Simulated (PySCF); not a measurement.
# Computed vibrations of SmCl3(NH3)

SmCl3(NH3) (singlet in the valence; each metal's 4f electrons, 5 of them, lie in its core potential, out of spins and levels). PySCF 2.14.0, RKS PBE0, Sm lcecp-1-SVP with ECP51, Cl def2-SVP, N def2-SVP, H def2-SVP; non-relativistic Hamiltonian with scalar-relativistic core potentials where named; density fitting; no spin-orbit coupling. Central differences of gradients.

```xyz
8

Sm    0.0522   -0.0522    0.0522
Cl    1.1945    1.9127    1.1945
Cl   -1.9127   -1.1945    1.1945
Cl    1.1945   -1.1945   -1.9127
N    -1.4043    1.4043   -1.4043
H    -2.0145    2.0145   -0.8558
H    -0.8558    2.0145   -2.0145
H    -2.0145    0.8558   -2.0145
```

Run from Python with OMP_NUM_THREADS=2. Where DIIS fails, smearing, a level shift and second-order steps follow.
It took 4.8 min on 2 threads of Intel(R) Xeon(R) Processor @ 2.50GHz (Skylake/Cascade Lake), with other jobs on the host.

Task: What are the harmonic wavenumbers and infrared intensities?

Result: Modes are labelled in C3v; negative numbers are unstable modes, those under 60 cm⁻¹ near the noise; a finer grid moves soft modes by up to 10 cm⁻¹.
| cm⁻¹ | km/mol | symmetry |
| --- | --- | --- |
| 56 | 31.7 | a1 |
| 57 | 5.0 | e |
| 57 | 5.0 | e |
| 73 | 4.9 | e |
| 73 | 4.9 | e |
| 118 | 0.0 | a2 |
| 310 | 6.1 | a1 |
| 318 | 2.0 | a1 |
| 335 | 83.8 | e |
| 335 | 83.8 | e |
| 544 | 52.0 | e |
| 544 | 52.0 | e |
| 1218 | 158.8 | a1 |
| 1628 | 26.5 | e |
| 1628 | 26.5 | e |
| 3486 | 38.5 | a1 |
| 3607 | 53.7 | e |
| 3607 | 53.7 | e |

Task: Is this a minimum?

Result: Yes, within the noise of the softest modes. Ideal gas at 298.15 K and 1 bar: S = 442.2 J/(mol K), Cp = 120.7 J/(mol K), H − H(0 K) = 27.5 kJ/mol (rigid rotor, harmonic modes, spin degeneracy alone, that of the 4f electrons in the core included; the modes under 60 cm⁻¹ make these uncertain).

An lcecp potential fixes the number of 4f electrons, so in runs with it no electron can move into or out of that shell.
